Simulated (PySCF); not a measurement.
## Calculated data, CH7BGeN, CH8BGeN

Computed with PySCF 2.14.0. Calculation on a computer-drawn molecule: the log of a Hartree-Fock and frozen-core CCSD(T) single point meant for a local Hartree-Fock minimum, with one planted fault or none, to be diagnosed. Offsets are logged minus clean, where the clean run is the same molecule without the fault. The reference is restricted for singlets and unrestricted otherwise, and also for a bond in bohr or an excited solution. Adding or removing an electron swaps singlet and doublet. The excited solution moves the top pair (singlet) or top alpha electron (doublet) to the lowest empty orbital. Highest occupied and lowest empty are orbital energies over both spins, largest force is the largest gradient component, triples share is (T) over the correlation energy, the T1 limit is 0.02 restricted and 0.045 unrestricted, electrons count all cores, a negative frequency is imaginary (commonest isotopes), and the dipole is about the centre of nuclear charge; on germanium a core potential holds 10 electrons, which the energies leave out, and 3d is frozen in MP2 and coupled-cluster steps.

Common to all runs: meant charge 0; meant basis cc-pVDZ; meant basis and core potential on germanium cc-pVDZ-PP ECP10MDF; logged SCF converged yes; logged CC converged yes; logged SCF stable within its kind yes; possible faults no fault, one electron removed, one electron added, multiplicity raised by two, geometry at a saddle point, SCF held on an excited solution, minimal basis STO-3G, one bond length entered in bohr, all coordinates scaled.

(1) 
```xyz
11
formula=CH7BGeN meant_multiplicity=2 logged_electrons=57 logged_basis_functions=100 logged_spin_squared=0.9232 logged_highest_occupied=-8.743 logged_lowest_empty=0.91346 logged_largest_force=0.040272 logged_T1_diagnostic=0.032918 logged_D1_diagnostic=0.15096 logged_triples_share=0.026214 logged_dipole_magnitude=1.5996 logged_energy_HF=-414.40751 logged_energy_CCSD(T)=-414.94468 planted_fault=one_bond_length_entered_in_bohr,row_3_of_the_drawn_bonds HF_energy_offset_from_clean_run=41.31 CCSD(T)_energy_offset_from_clean_run=50.68
B     -1.9155    -0.8362     1.0798
N     -0.5446    -0.5894     1.2152
Ge     0.5910     0.2202    -0.0219
C      3.9103    -1.4458     0.1828
H     -2.4738    -0.5614     0.0494
H     -2.5315    -1.3277     1.9910
H     -0.1325    -0.8132     2.1025
H     -0.0689     0.0420    -1.3996
H      3.7972    -2.5142    -0.0170
H      4.3461    -1.3152     1.1749
H      4.5905    -1.0162    -0.5545
```

Units: logged_highest_occupied, logged_lowest_empty in eV; logged_largest_force in hartree/bohr; logged_dipole_magnitude in debye; logged_energy_HF, logged_energy_CCSD(T) in hartree; HF_energy_offset_from_clean_run, CCSD(T)_energy_offset_from_clean_run in kcal/mol.

Drawn bonds:
```csv
atom,other atom,order
1,2,1
2,3,1
3,4,1
1,5,1
1,6,1
2,7,1
3,8,1
4,9,1
4,10,1
4,11,1
```

(2) 
```xyz
12
formula=CH8BGeN meant_multiplicity=1 logged_electrons=59 logged_basis_functions=105 logged_spin_squared=0.7608 logged_highest_occupied=2.0022 logged_lowest_empty=9.1869 logged_largest_force=0.069153 logged_T1_diagnostic=0.01286 logged_D1_diagnostic=0.046607 logged_triples_share=0.027605 logged_dipole_magnitude=1.129 logged_energy_HF=-414.97948 logged_energy_CCSD(T)=-415.57598 planted_fault=one_electron_added HF_energy_offset_from_clean_run=67.42 CCSD(T)_energy_offset_from_clean_run=56.03
C     -1.2208     0.5196     0.9562
B     -1.8469     0.4758    -0.5015
N     -2.3921     1.6183    -1.0814
Ge    -1.8773    -1.3093    -1.6119
H     -1.2705     1.5097     1.4214
H     -0.1700     0.2105     0.9335
H     -1.7323    -0.1890     1.6167
H     -2.4137     2.5028    -0.6136
H     -2.7969     1.6415    -1.9939
H     -2.6662    -2.4217    -0.8973
H     -0.4621    -1.8648    -1.8550
H     -2.5273    -1.1208    -2.9982
```

Units: logged_highest_occupied, logged_lowest_empty in eV; logged_largest_force in hartree/bohr; logged_dipole_magnitude in debye; logged_energy_HF, logged_energy_CCSD(T) in hartree; HF_energy_offset_from_clean_run, CCSD(T)_energy_offset_from_clean_run in kcal/mol.

Drawn bonds:
```csv
atom,other atom,order
1,2,1
2,3,1
2,4,1
1,5,1
1,6,1
1,7,1
3,8,1
3,9,1
4,10,1
4,11,1
4,12,1
```

Notes: highest electron not bound in this basis.
